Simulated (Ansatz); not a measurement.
Reaction: BSiH5 (SMILES B[SiH3]) → BSiH4 (SMILES [BH][SiH3], doublet) + H (doublet) (the B-H bond breaks)
Each species at its own B3LYP-D3(BJ)/def2-TZVP minimum (Ansatz, a program for electronic structure).

Total energies in hartree (Ansatz). UHF or UKS for unpaired electrons; spin-orbit terms are left out. Correlated methods leave the cores frozen. No relativity. For partners of very few electrons the exact lower level stands in for a higher one.

```csv
species,HF/cc-pV(T+d)Z,CCSD(T)/cc-pV(T+d)Z,HF/cc-pV(Q+d)Z,CCSD(T)/cc-pV(Q+d)Z,CCSDT(Q)/cc-pV(T+d)Z
"1: BSiH5 (boranylsilane, SMILES B[SiH3])",-316.50619,-316.79042,-316.51148,-316.80876,-316.79189
"2: BSiH4 (SMILES [BH][SiH3], doublet)",-315.87249,-316.12323,-315.87756,-316.14038,-316.12479
3: H (doublet),-0.49981,-0.49981,-0.49995,-0.49995,-0.49981
```

Task: Work out the bond dissociation energy (electronic) in kcal/mol: take Hartree-Fock from cc-pV(Q+d)Z, extrapolate the CCSD(T) correlation energy as X^-3 (X = 3, 4), and add CCSDT(Q) - CCSD(T) in cc-pV(T+d)Z. 1 hartree = 627.51 kcal/mol.

Result: 
Species 1: correlation (64·(-0.29728) - 27·(-0.28423))/37 = -0.30680; step -0.00147; E1 = -316.51148 + (-0.30680) + (-0.00147) = -316.81975
Species 2: correlation (64·(-0.26282) - 27·(-0.25074))/37 = -0.27164; step -0.00156; E2 = -315.87756 + (-0.27164) + (-0.00156) = -316.15076
Species 3: correlation (64·(0.00000) - 27·(0.00000))/37 = 0.00000; step +0.00000; E3 = -0.49995 + (0.00000) + (+0.00000) = -0.49995
-1·E1 +1·E2 +1·E3 = 0.16904 hartree = 106.1 kcal/mol.
